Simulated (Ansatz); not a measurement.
arsenic trifluoride (AsF₃), SMILES F[As](F)F.

Geometry: ωB97X-D3(BJ)/def2-SVP.

Two levels are set side by side: PBE/def2-SVPD (Ansatz, a quantum-chemistry and plane-wave program) and ωB97X-V/def2-SVPD (Ansatz). Energy differences of separate SCF runs at the same geometry; the states with an electron removed or added have multiplicity 2 and 2. Differences are taken from unrounded values.

```json
[
 {"quantity": "vertical ionisation energy (eV)", "ωB97X-V": "12.87"},
 {"quantity": "vertical singlet–triplet gap (eV)", "ωB97X-V": "6.25"}
]
```

Question: What does PBE give, and how far is it from ωB97X-V? (An estimate is asked for; the answer gives what the named calculation found.)

Answer: 
```tsv
quantity	PBE	PBE minus ωB97X-V
vertical ionisation energy (eV)	12.40	-0.47
vertical singlet–triplet gap (eV)	5.91	-0.34
```
